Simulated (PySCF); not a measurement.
Input of a run (PBE0-D3(BJ)/def2-SVP geometry optimisation, gas phase (PySCF 2.14.0)), started from GFN2-xTB:
```
{"job": {"xc": "PBE0", "basis": "def2-SVP", "d3": "d3bj", "grid": 1, "kind": "geom"}, "charge": 0, "multiplicity": 1}
C      2.305868     1.111193     0.279163
C      1.335925     0.109614    -0.344057
C      2.043606    -1.196786    -0.697988
O      0.311137    -0.161041     0.622417
C     -1.043006     0.007254     0.287656
C     -1.413474     1.442150    -0.104946
C     -1.806276    -0.383138     1.567203
F     -1.680214    -1.722249     1.817207
C     -1.483708    -0.979620    -0.821381
F     -1.011623    -0.622554    -2.040070
F     -2.833155    -0.974819    -0.942102
H      1.793278     2.041083     0.511116
H      2.710975     0.700099     1.199512
H      3.120289     1.320450    -0.408100
H      0.904947     0.542265    -1.252200
H      1.364254    -1.875756    -1.206470
H      2.399926    -1.675586     0.210120
H      2.886992    -0.996233    -1.352446
H     -2.480422     1.508116    -0.300080
H     -1.151864     2.118108     0.704771
H     -0.880784     1.743605    -1.003114
H     -1.373465     0.144955     2.420253
H     -2.875066    -0.174321     1.472093
H     -1.155874    -2.007025    -0.611001
```

Output (energies in Eh, forces in Eh/bohr):
```
step   0  E = -648.15728633  max force = 0.013845
step   1  E = -648.15955188  max force = 0.003219
step   2  E = -648.15983971  max force = 0.001254
step   3  E = -648.15991523  max force = 0.001105
step   4  E = -648.15998224  max force = 0.001040
step   5  E = -648.16005526  max force = 0.001185
step   6  E = -648.16009012  max force = 0.000833
step   7  E = -648.16011156  max force = 0.000214
step   8  E = -648.16012127  max force = 0.000291
optimisation converged
```

Question: Summarise the run.

Answer: The energy falls by 7.4 kJ/mol over 9 energy and gradient evaluations, the largest force component goes from 0.0138 to 2.9e-04 Eh/bohr, and the atoms move by 0.083 Å rms after alignment. The bond that changes most is C5–C7 (sp3 carbon bound to oxygen to sp3 C–F carbon), which shortens by 0.017 Å. Bonds longer at the end by more than 0.005 Å: 12 of 23; shorter: 6. The energy never rose by more than 1e-6 Eh on the way. The first step brought 80 % of the lowering.

Question: What are the final bond lengths?

Answer: C1–C2 1.518 Å, C2–C3 1.518 Å, C2–O4 1.426 Å, O4–C5 1.405 Å, C5–C6 1.524 Å, C5–C7 1.523 Å, C7–F8 1.370 Å, C5–C9 1.533 Å, C9–F10 1.355 Å, C9–F11 1.354 Å, C1–H12 1.100 Å, C1–H13 1.101 Å, C1–H14 1.100 Å, C2–H15 1.101 Å, C3–H16 1.099 Å, C3–H17 1.101 Å, C3–H18 1.100 Å, C6–H19 1.099 Å, C6–H20 1.100 Å, C6–H21 1.097 Å, C7–H22 1.102 Å, C7–H23 1.101 Å, C9–H24 1.101 Å. Numbering counts from 1 in the input's order; the species is `CC(C)O[C@](C)(CF)C(F)F`.

The run used 219 basis functions and 56 SCF cycles in all.

No frequency check. The numbers are those of one conformer.

Shape of the structure used: `[CH3:1][CH:2]([CH3:3])[O:4][C@:5]([CH3:6])([CH2:7][F:8])[CH:9]([F:10])[F:11]`: C1–C2–O4–C5 118°, C2–O4–C5–C6 -54°, O4–C5–C7–F8 -66°, O4–C5–C9–F10 -70°.
